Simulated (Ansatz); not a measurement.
## Ligand exchange: In(CH3)2F + C4H9N → In(CH3)2(NH2) + C4H7F

Species: In(CH3)2F, singlet; C4H9N (cyclobutylamine) `NC1CCC1`, singlet; In(CH3)2(NH2), singlet; C4H7F `FC1CCC1`, singlet. The partners trade F for NH2: In–F and C–NH2 bonds give way to In–NH2 and C–F.

Shapes, held fixed at every level: PBE0-D4/def2-TZVP. Flexible molecules stand in one conformer, not always the lowest. Programs: Ansatz 0.2.0. The zero-point and thermal change to 298 K, harmonic and unscaled (PBE0-D4/def2-TZVP), is -4.1 kJ/mol.

Task: Estimate ΔH(298 K) of this reaction.

Result: The highest level, CCSD(T)/def2-TZVPP, gives ΔH(298 K) = +59.9 kJ/mol; the levels span +58.0 to +69.5. The column of differences is taken from that level and isn't an error. No measured value is set beside it here. For atoms past krypton def2 sets carry core potentials with scalar relativity. Outer-core shells of In are correlated, in sets that cover them unevenly.

```csv
level,kind,ΔH(298 K) (kJ/mol),less CCSD(T)/def2-TZVPP
HF/def2-SVP,Hartree–Fock,+69.5,+9.6
SPW92/def2-TZVPP,LDA,+58.0,-1.9
PBE-D4/def2-TZVPP,GGA,+65.9,+6.0
r2SCAN-D4/def2-TZVPP,meta-GGA,+65.0,+5.1
BHLYP-D4/def2-TZVPP,global hybrid,+63.8,+3.9
r2SCAN0-D4/def2-TZVPP,global hybrid,+63.8,+3.9
wB97M-V/def2-TZVPP,range-separated hybrid,+61.7,+1.8
CCSD(T)/def2-TZVPP,coupled cluster or CI,+59.9,0.0
```
